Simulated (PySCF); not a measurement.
## Bonding in `CC#C[SiH2][C@@H]([SiH3])[SiH2]C`

Species: C₅H₁₄Si₃.
Atom-mapped SMILES: `[CH3:1][C:2]#[C:3][SiH2:4][C@@H:5]([SiH3:6])[SiH2:7][CH3:8]` (hydrogens: H9, H10, H11 on C1; H12, H13 on Si4; H14 on C5; H15, H16, H17 on Si6; H18, H19 on Si7; H20, H21, H22 on C8)

Geometry (PBE0-D3(BJ)/def2-SVP, Å), atoms numbered from 1 in this order:
```xyz
22
C5H14Si3 angstrom
C      3.2945   -2.3723    0.0583
C      2.4671   -1.2134   -0.2183
C      1.7718   -0.2386   -0.4502
Si     0.7109    1.2148   -0.7846
C     -0.7659    1.2655    0.3811
Si    -1.6164    2.9480    0.3208
Si    -2.0048   -0.1386    0.1033
C     -1.2785   -1.8383    0.4294
H      3.9869   -2.1738    0.8913
H      3.8951   -2.6470   -0.8226
H      2.6766   -3.2424    0.3305
H      0.2290    1.1523   -2.1982
H      1.5414    2.4483   -0.6280
H     -0.3664    1.1547    1.4078
H     -2.1509    3.2047   -1.0526
H     -0.6514    4.0401    0.6594
H     -2.7546    3.0026    1.2887
H     -3.1805    0.0805    1.0072
H     -2.5016   -0.0521   -1.3071
H     -0.9540   -1.9275    1.4778
H     -2.0348   -2.6148    0.2361
H     -0.4064   -2.0266   -0.2133
```

Bond orders from the PBE0/pcSseg-1 density (PySCF). Isolated species at its PBE0-D3(BJ)/def2-SVP geometry (one conformer only).

How far do the computed orders between heavy atoms stray from the drawn ones?

The largest departure is 0.496, at C2–C3 (drawn triple, 2.504). Drawn single, order above 1.12: C1–C2 (1.189). Drawn single, order below 0.88: Si4–C5 (0.874) and C5–Si7 (0.860). Drawn double or triple, more than 0.30 short of the drawn order: C2–C3 (2.504).

Give the Mayer order of every bond between heavy atoms, beside its length.

```json
{"bond": "C1–C2", "drawn as": "single", "length (Å)": "1.451", "Mayer order": "1.189"}
{"bond": "C2–C3", "drawn as": "triple", "length (Å)": "1.220", "Mayer order": "2.504"}
{"bond": "C3–Si4", "drawn as": "single", "length (Å)": "1.830", "Mayer order": "1.004"}
{"bond": "Si4–C5", "drawn as": "single", "length (Å)": "1.882", "Mayer order": "0.874"}
{"bond": "C5–Si6", "drawn as": "single", "length (Å)": "1.886", "Mayer order": "0.896"}
{"bond": "C5–Si7", "drawn as": "single", "length (Å)": "1.893", "Mayer order": "0.860"}
{"bond": "Si7–C8", "drawn as": "single", "length (Å)": "1.877", "Mayer order": "0.973"}
```

Bonds between the same two heavy elements. C–C: lowest C1–C2 (1.189, 1.451 Å), highest C2–C3 (2.504, 1.220 Å). C–Si: lowest C5–Si7 (0.860, 1.893 Å), highest C3–Si4 (1.004, 1.830 Å); in 1 of the 10 pairs the longer bond (by over 0.003 Å) has the higher order (by 0.02 or more).

And the bonds to hydrogen?

C–H: 0.91 to 0.96 (7 bonds); H–Si: 0.94 to 0.96 (7 bonds).

Sum the orders of all bonds at each heavy atom with more than one neighbour and set the sums beside the valence in the SMILES.

C1 3.952 (drawn 4), C2 3.693 (drawn 4), C3 3.508 (drawn 4), Si4 3.770 (drawn 4), C5 3.536 (drawn 4), Si6 3.742 (drawn 4), Si7 3.744 (drawn 4), C8 3.827 (drawn 4). Orders between atoms that aren't bonded are not in these sums.

Mayer orders depend on the basis set.

These values come from a run that also computed NMR shieldings. The run took 1.9 min of wall time (grids of density and orbitals included) on an Arm Neoverse N1 with one thread, no GPU (shared host), and the process peaked at 1.1 GiB of memory.
